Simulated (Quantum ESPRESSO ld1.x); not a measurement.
Q: The aim is the krypton ion Kr+ in [Ar] 3d10 4s2 4p5. What will ld1.x (Quantum ESPRESSO 7.5) do with this input?

```
 &input
    zed=36.0,
    iswitch=1,
    rel=1,
    dft='PBEE',
    config='[Ar] 3d10 4s2 4p5',
    prefix='ld1',
    max_out_wfc=37,
    file_charge='ld1.rho',
 /
```

A: Silently wrong. The misspelt name is not refused: the parser picks the pieces it recognises inside the string (index line 0 0 3 4 0 0 0), so another functional than the one meant is run.

Output (excerpt):

```
     Program LD1 v.7.5 starts

     --------------------------- All-electron run ----------------------------

     scalar relativistic calculation

     atomic number is 36.00
     dft =PBEE   lsd =0 sic =0 latt =0  beta=0.20 tr2=1.0E-14
     Exchange-correlation= PBEE
                           (   0   0   3   4   0   0   0)
     mesh =2025 r(mesh) = 100.33164 a.u. xmin = -8.00 dx = 0.00800
     1 Ry =  13.60569312 eV, c = 137.03599908

     n l     nl                  e(Ry)          e(Ha)          e(eV)
     1 0     1S 1( 2.00)     -1019.2358      -509.6179    -13867.4101
     2 0     2S 1( 2.00)      -131.5975       -65.7987     -1790.4750
     2 1     2P 1( 6.00)      -115.3294       -57.6647     -1569.1370
     3 0     3S 1( 2.00)       -17.8159        -8.9079      -242.3972
     3 1     3P 1( 6.00)       -12.8498        -6.4249      -174.8305
     3 2     3D 1(10.00)        -4.8017        -2.4008       -65.3304
     4 0     4S 1( 2.00)        -1.6688        -0.8344       -22.7053
     4 1     4P 1( 5.00)        -0.7332        -0.3666        -9.9763

     final scf error:  6.8E-15 reached in  25 iterations

     Etot =   -5396.757157 Ry,   -2698.378578 Ha,  -73426.621736 eV

     Ekin =    5524.750310 Ry,    2762.375155 Ha,   75168.057305 eV
     Encl =  -13147.917210 Ry,   -6573.958605 Ha, -178886.526765 eV
     Eh   =    2233.161650 Ry,    1116.580825 Ha,   30383.712097 eV
     Exc  =      -6.751907 Ry,      -3.375953 Ha,     -91.864374 eV
```

Run on one thread of a shared host, so times are rough (Intel(R) Xeon(R) Processor @ 2.60GHz): 0.48 s of CPU time, 0.82 s wall, 25 iterations on 2025 mesh points.
